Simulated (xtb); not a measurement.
HZn (SMILES [ZnH+]), charge +1, singlet, at a GFN2-xTB geometry (such geometries of metal compounds can be far from the true shape); GFN2-xTB with GBSA(thf) (xtb 6.7.1).

xtb was given this input:
```
$ xtb mol.xyz --gfn 2 --chrg 1 --gbsa thf --json

# file mol.xyz
2

Zn    -0.00000000    -0.00000000    -0.04856787
H      0.00000000     0.00000000     1.45703598
```

**Question.** Write the output that xtb gives for this input, abridged.

**Answer.** 
```
   ID    Z sym.   atoms
    1   30 Zn     1
    2    1 H      2

           -------------------------------------------------
          |                Calculation Setup                |
           -------------------------------------------------

           -------------------------------------------------
          |                 G F N 2 - x T B                 |
           -------------------------------------------------

      * Solvation model:               GBSA
        Solvent                        thf
        Parameter file                 internal GFN2-xTB/GBSA
        Dielectric constant                7.6000E+00
        Reference state                gsolv [1 M gas/solution]
        Free energy shift                  3.3994E-03 Eh       2.1331E+00 kcal/mol
        Temperature                        2.9815E+02 K
        Density                            8.8300E-01 kg/L
        Solvent mass                       7.2106E+01 g/mol
        Interaction kernel             Still
        Born radius scaling (c1)           1.5128E+00
        Born radii integrator          GBOBC
        Born offset                        6.0704E-04 a0       1.1471E-03 AA
        H-bond correction              true
        Ion screening                  false
        Surface tension                    1.0000E-05 Eh       1.5569E+01 dyn/cm
        Grid points                               230 per atom

          ...................................................
          :                      SETUP                      :
          :.................................................:
          :  # basis functions                   5          :
          :  # atomic orbitals                   5          :
          :  # shells                            3          :
          :  # electrons                         2          :
          :  max. iterations                   250          :
          :  Hamiltonian                  GFN2-xTB          :
          :  restarted?                      false          :
          :  GBSA solvation                   true          :
          :  PC potential                    false          :
          :  electronic temp.          300.0000000     K    :
          :  accuracy                    1.0000000          :
          :  -> integral cutoff          0.2500000E+02      :
          :  -> integral neglect         0.1000000E-07      :
          :  -> SCF convergence          0.1000000E-05 Eh   :
[...]
         :: total energy              -0.627118220248 Eh    ::
[...]

    * Orbital Energies and Occupations

         #    Occupation            Energy/Eh            Energy/eV
      -------------------------------------------------------------
         1        2.0000           -0.6069610             -16.5163 (HOMO)
         2                         -0.4440297             -12.0827 (LUMO)
         3                         -0.2809427              -7.6448
         4                         -0.2809427              -7.6448
         5                          0.1933968               5.2626
      -------------------------------------------------------------
                  HL-Gap            0.1629314 Eh            4.4336 eV
             Fermi-level           -0.5254953 Eh          -14.2995 eV

     #   Z          covCN         q      C6AA      α(0)
     1  30 Zn       0.886     0.505   198.537    31.378
     2   1 H        0.886     0.495     0.339     0.911

 Mol. C6AA /au·bohr⁶  :        214.544461
 Mol. C8AA /au·bohr⁸  :      15965.867064
 Mol. α(0) /au        :         32.288896

Wiberg/Mayer (AO) data.
largest (>0.10) Wiberg bond orders for each atom

 ---------------------------------------------------------------------------
     #   Z sym  total        # sym  WBO       # sym  WBO       # sym  WBO
 ---------------------------------------------------------------------------
     1  30 Zn   0.755 --     2 H    0.755
     2   1 H    0.755 --     1 Zn   0.755
 ---------------------------------------------------------------------------

Topologies differ in total number of bonds
Writing topology from bond orders to xtbtopo.mol

molecular dipole:
                 x           y           z       tot (Debye)
 q only:        0.000       0.000       1.316
   full:       -0.000      -0.000       0.465       1.183
molecular quadrupole (traceless):
                xx          xy          yy          xz          yz          zz
 q only:       -1.877       0.000      -1.877       0.000       0.000       3.755
  q+dip:       -2.436       0.000      -2.436      -0.000      -0.000       4.872
   full:       -1.696       0.000      -1.696      -0.000      -0.000       3.391

           -------------------------------------------------
          | TOTAL ENERGY               -0.627118220248 Eh   |
          | GRADIENT NORM               0.005453100777 Eh/α |
          | HOMO-LUMO GAP               4.433588571890 eV   |
           -------------------------------------------------

normal termination of xtb
```
